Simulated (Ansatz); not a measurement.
C3H4O, SMILES `C[C]C=O` (singlet; the order of the spin states depends on the level; C–C–C–O torsion 80°) (charge 0, multiplicity 1). This singlet lies 0.18 eV above the relaxed triplet at the level B3LYP/cc-pVTZ // B3LYP-D3(BJ)/def2-TZVP (Ansatz, a quantum-chemistry and plane-wave program); other levels give the other order.

Z-matrix (Å, degrees):
```
C
C 1 1.3901
O 2 1.2410 1 110.22
H 2 1.1018 3 124.14 1 -171.55
C 1 1.4509 2 125.16 4 -108.14
H 5 1.0899 1 114.36 2 -151.96
H 5 1.0958 6 111.71 1 -132.18
H 5 1.1073 6 106.31 7 -116.02
```
Charge 0, spin multiplicity 1.

Frozen-core energies in 6-31g from Ansatz at a geometry from B3LYP-D3(BJ)/def2-TZVP; the HF reference has <S^2> = 0.00 (restricted, and unstable towards unrestricted orbitals) and the T1 diagnostic is 0.035.

| level | energy (Ha) |
|---|---|
| HF | -190.55921 |
| MP2 | -190.93344 |
| CCSD | -190.96500 |
| CCSD(T) | -190.98052 |

Q: Estimate the energies of CCSDT and CCSDT(Q), and give each level's difference from CCSDT(Q).

A: 
```
level     energy (Ha)  difference from CCSDT(Q) (mHa)
--------  -----------  ------------------------------
MP2        -190.93344                           52.11
CCSD       -190.96500                           20.55
CCSD(T)    -190.98052                            5.03
CCSDT      -190.98320                            2.35
CCSDT(Q)   -190.98555                            0.00
```
